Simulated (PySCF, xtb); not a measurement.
tetrasiletane (H₈Si₄), SMILES [SiH2]1[SiH2][SiH2][SiH2]1.

xtb 6.7.1 with GFN2-xTB at its own geometry gives an orbital gap of 2.93 eV and a dipole moment of 0.00 D.

Coordinates come from a PBE0-D3(BJ)/def2-SVP optimisation.

Question: What does HF/def2-TZVP (PySCF) give? (The exact figures need the calculation; the answer reports its results.)

Answer: gap 11.86 eV (levels -9.50 and 2.36 eV), dipole 0.00 D.
